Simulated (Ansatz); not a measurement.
`CC[SiH](O)[SiH3]` + `[OH][Ge][Cl]` → `[SiH3][O][Ge][Cl]` + `CC[SiH2]O`  (cleavage of the Si–Si bond)

Program: Ansatz. Geometries: PBE0-D4/def2-TZVP. ΔE: electronic, gas phase. CCSD(T)/CBS is the MP2 limit (def2-TZVPP, def2-QZVPP) plus CCSD(T) − MP2 in def2-TZVPP, frozen cores. Functionals use def2-TZVPP. B3LYP here is the variant with VWN-RPA as its local correlation; programs differ in this. For Ge outer-core shells are correlated without core-valence functions, which leaves a few kJ/mol of doubt a bond. Scalar relativity is left out up to krypton. Each species was taken in one conformer, which may not be the lowest.

`CC[SiH](O)[SiH3]`:

Z-matrix (Å, degrees):
```
C
C 1 1.526
H 1 1.093 2 111.3
H 1 1.093 2 111.8 3 -119.7
H 1 1.094 2 111.4 3 120.1
Si 2 1.874 1 113.4 3 -61.4
H 2 1.095 1 110.4 3 60.7
H 2 1.097 1 110.5 3 177.8
Si 6 2.342 2 111.5 1 177.3
O 6 1.658 2 111.9 1 58.3
H 6 1.497 2 107.6 1 -61.9
H 9 1.490 6 109.4 2 57.8
H 9 1.488 6 111.6 2 177.6
H 9 1.489 6 110.8 2 -61.2
H 10 0.958 6 117.4 2 -77.0
```

`[OH][Ge][Cl]`:

Z-matrix (Å, degrees):
```
O
Ge 1 1.772
H 1 0.963 2 115.0
Cl 2 2.212 1 98.5 3 -0.0
```

`[SiH3][O][Ge][Cl]`:

Z-matrix (Å, degrees):
```
Si
O 1 1.655
H 1 1.484 2 107.2
H 1 1.484 2 110.4 3 119.3
H 1 1.484 2 110.5 3 -119.3
Ge 2 1.768 1 138.4 3 179.8
Cl 6 2.210 2 99.4 1 0.0
```

`CC[SiH2]O`:

Z-matrix (Å, degrees):
```
C
C 1 1.526
H 1 1.094 2 111.5
H 1 1.093 2 111.3 3 -120.0
H 1 1.093 2 111.8 3 120.2
Si 2 1.868 1 113.6 3 58.5
H 2 1.096 1 110.5 3 -179.4
H 2 1.097 1 110.5 3 -62.4
O 6 1.653 2 112.4 1 59.9
H 6 1.494 2 108.7 1 -61.8
H 6 1.484 2 110.7 1 177.7
H 9 0.957 6 117.6 2 -78.7
```

```json
{"level": "PBE-D4", "ΔE (kcal/mol)": "-17.6", "difference from CCSD(T)/CBS": "6.7"}
{"level": "r2SCAN-D4", "ΔE (kcal/mol)": "-22.1", "difference from CCSD(T)/CBS": "2.2"}
{"level": "B3LYP-D4", "ΔE (kcal/mol)": "-23.9", "difference from CCSD(T)/CBS": "0.4"}
{"level": "B2PLYP", "ΔE (kcal/mol)": "-25.1", "difference from CCSD(T)/CBS": "-0.8"}
{"level": "r2SCAN", "ΔE (kcal/mol)": "-22.2", "difference from CCSD(T)/CBS": "2.1"}
{"level": "B3LYP", "ΔE (kcal/mol)": "-23.8", "difference from CCSD(T)/CBS": "0.5"}
{"level": "HF/def2-TZVPP", "ΔE (kcal/mol)": "-30.4", "difference from CCSD(T)/CBS": "-6.1"}
{"level": "SCS-MP2/def2-TZVPP", "ΔE (kcal/mol)": "-27.2", "difference from CCSD(T)/CBS": "-2.9"}
{"level": "CCSD/def2-TZVPP", "ΔE (kcal/mol)": "-25.1", "difference from CCSD(T)/CBS": "-0.8"}
{"level": "CCSD(T)/def2-TZVPP", "ΔE (kcal/mol)": "-24.3", "difference from CCSD(T)/CBS": "0.0"}
{"level": "HF/def2-QZVPP", "ΔE (kcal/mol)": "-30.9", "difference from CCSD(T)/CBS": "-6.6"}
{"level": "MP2/def2-QZVPP", "ΔE (kcal/mol)": "-26.3", "difference from CCSD(T)/CBS": "-2.0"}
{"level": "SCS-MP2/def2-QZVPP", "ΔE (kcal/mol)": "-27.3", "difference from CCSD(T)/CBS": "-3.0"}
{"level": "HF/CBS(def2)", "ΔE (kcal/mol)": "-31.0", "difference from CCSD(T)/CBS": "-6.7"}
{"level": "MP2/CBS(def2)", "ΔE (kcal/mol)": "-26.2", "difference from CCSD(T)/CBS": "-1.9"}
{"level": "CCSD/CBS(def2)", "ΔE (kcal/mol)": "-25.0", "difference from CCSD(T)/CBS": "-0.7"}
{"level": "CCSD(T)/CBS", "ΔE (kcal/mol)": "-24.3", "difference from CCSD(T)/CBS": "0"}
```

Largest T1 diagnostic among the species: 0.014.

In def2-TZVPP, CCSD(T) changes the Hartree–Fock value by +6.1 kcal/mol (the triples alone add +0.8 kcal/mol) and MP2 by +4.2 kcal/mol. From PBE to PBE0 (25 % exact exchange), in def2-TZVPP and without D4, ΔE moves by −2.1 kcal/mol.
